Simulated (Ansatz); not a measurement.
Cost and result for the atomization energy of C$_{2}$H$_{7}$InOSi (`O=C[SiH2][CH2][InH2]`) (12 atoms, 11 bonds).

| atom | x (Å) | y (Å) | z (Å) |
| --- | --- | --- | --- |
| O1 | -2.853 | 0.740 | 0.735 |
| C2 | -2.407 | -0.377 | 0.664 |
| Si3 | -0.572 | -0.734 | 0.185 |
| C4 | 0.376 | 0.816 | -0.140 |
| In5 | 2.443 | 0.476 | -0.675 |
| H6 | -3.079 | -1.245 | 0.882 |
| H7 | 0.002 | -1.531 | 1.309 |
| H8 | -0.621 | -1.636 | -1.003 |
| H9 | 0.348 | 1.439 | 0.758 |
| H10 | -0.110 | 1.360 | -0.954 |
| H11 | 3.623 | 0.400 | 0.580 |
| H12 | 2.850 | 0.292 | -2.341 |

Total charge 0; spin multiplicity 1. Correlated methods include outer-core shells of In, which these sets cover unevenly. In: def2 effective core potential. All single points use the PBE0-D4/def2-TZVP geometry. It is one conformer, not always the lowest. Program: Ansatz. All runs use 2 threads of an AMD EPYC 7R13 on a shared host and a share of an NVIDIA H100 80 GB. Times are those of one run each, without the atoms' runs, and a repeat can differ threefold. Electronic energies, without spin–orbit coupling; frozen cores. CCSD(T)/CBS adds CCSD(T) − MP2 in def2-TZVPP to the MP2 limit, and its time is that of the two runs behind it. T1 = 0.015. With those shells the extrapolation isn't a true limit. B3LYP takes the VWN-RPA correlation (the form of Gaussian; ORCA's B3LYP/G).

CCSD(T)/CBS is a level of theory with its own doubt, some kJ/mol a heavy atom from the limit and from the frozen cores, so smaller differences don't rank the functionals.

| level | functions | wall time | atomization (kJ/mol) | difference from CCSD(T)/CBS | per bond |
| --- | --- | --- | --- | --- | --- |
| B2PLYP/def2-TZVPP | 283 | 2.6 s | 3894.1 | -67.3 | -6.1 |
| PBE0-D4/def2-TZVPP | 283 | 2.9 s | 3938.9 | -22.5 | -2.0 |
| ωB97X-V/def2-TZVPP | 283 | 3.2 s | 3979.6 | 18.2 | 1.7 |
| PBE-D4/def2-TZVPP (with forces) | 283 | 3.3 s | 4004.1 | 42.7 | 3.9 |
| ωB97M-V/def2-TZVPP (with forces) | 283 | 3.4 s | 3968.0 | 6.6 | 0.6 |
| r2SCAN-D4/def2-TZVPP (with forces) | 283 | 3.7 s | 3961.0 | -0.4 | 0.0 |
| B3LYP-D4/def2-TZVPP (with forces) | 283 | 3.8 s | 3936.4 | -25.0 | -2.3 |
| MP2/def2-QZVPP | 533 | 6 s | 3951.5 | -9.9 | -0.9 |
| CCSD(T)/def2-TZVPP | 283 | 9.5 s | 3862.3 | -99.1 | -9.0 |
| CCSD(T)/CBS(def2) | – | 16 s | 3961.4 | 0.0 | 0.0 |

The D4 term adds +42.3 kJ/mol with B3LYP and +22.4 kJ/mol with PBE0; it sums over pairs of atoms, weighted by their polarisabilities, and B3LYP, whose exchange is more repulsive, gets the larger term. From PBE to PBE0 (25 % exact exchange), in def2-TZVPP and without D4, the atomization energy moves by −61.4 kJ/mol: exact exchange takes away binding that semilocal exchange gives to molecules. In def2-TZVPP, CCSD(T) changes the Hartree–Fock value by +1021.3 kJ/mol (the triples alone add +62.0 kJ/mol) and MP2 by +1051.3 kJ/mol; breaking electron pairs costs correlation energy, which Hartree–Fock lacks.

Spin–orbit coupling would lower the free In atoms strongly, and the atomization energy with them, by more than many differences here.
